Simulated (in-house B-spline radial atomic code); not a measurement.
Configurations of Zn III (Zn2+), with energies counted from [Ar] 3d10. All numbers are computed (Dirac-Hartree-Fock, average of configuration; Fermi nucleus of rms radius 3.9283 fm) with a radial B-spline atomic code at the basis-set limit, not measured. Energies include first-order Breit, QED and recoil terms.

Occupations are held fixed; configurations that lie above the ionisation limit could autoionise.

| configuration | E - E(ref) (eV) | highest orbital | its <r> (bohr) |
| --- | --- | --- | --- |
| [Ar] 3d9 4s1 | 8.3313 | 4s1/2 | 2.205 |
| [Ar] 3d9 5f1 | 32.235 | 5f5/2 | 10.43 |
| [Ar] 3d9 5g1 | 32.254 | 5g9/2 | 9.166 |
| [Ar] 3d9 7p1 | 33.034 | 7p3/2 | 14.61 |
| [Ar] 3d9 6g1 | 33.75 | 6g9/2 | 14.66 |
| [Ar] 3d9 7g1 | 34.653 | 7g9/2 | 21.16 |
| [Ne] 3s2 3p5 3d10 4s1 | 91.792 | 4s1/2 | 2.197 |
| [Ne] 3s2 3p5 3d10 4d1 | 108.17 | 4d5/2 | 3.965 |
| [Ne] 3s2 3p5 3d10 5d1 | 113.6 | 5d5/2 | 7.655 |
| [Ne] 3s2 3p5 3d10 5f1 | 115.82 | 5f5/2 | 10.43 |
| [Ne] 3s2 3p5 3d10 6g1 | 117.33 | 6g9/2 | 14.66 |
| [Ne] 3s2 3p5 3d10 7g1 | 118.24 | 7g9/2 | 21.16 |

(1) Order these further configurations by energy, lowest first.
A. [Ne] 3s2 3p5 3d10 7f1
B. [Ar] 3d9 6s1
C. [Ar] 3d9 6p1
D. [Ne] 3s2 3p5 3d10 5g1
E. [Ar] 3d9 7f1

(2) How far above the reference does [Ne] 3s2 3p5 3d10 5s1 lie?

(3) How far above the reference does [Ar] 3d9 5p1 lie?

(4) How far above the reference does [Ne] 3s2 3p5 3d10 4f1 lie?

(5) One of these lies 116 eV from the reference. Which?
A. [Ne] 3s2 3p5 3d10 6s1
B. [Ar] 3d9 6f1
C. [Ne] 3s2 3p5 3d10 7s1
D. [Ar] 3d9 5s1

Answers

(1) B (29.896 eV), C (30.96 eV), E (34.644 eV), D (115.84 eV), A (118.23 eV).

(2) 107.95 eV; its least bound orbital is 5s1/2 with <r> = 4.849 bohr.

(3) 26.77 eV; its least bound orbital is 5p3/2 with <r> = 5.664 bohr.

(4) 113.06 eV; its least bound orbital is 4f5/2 with <r> = 5.954 bohr.

(5) C.
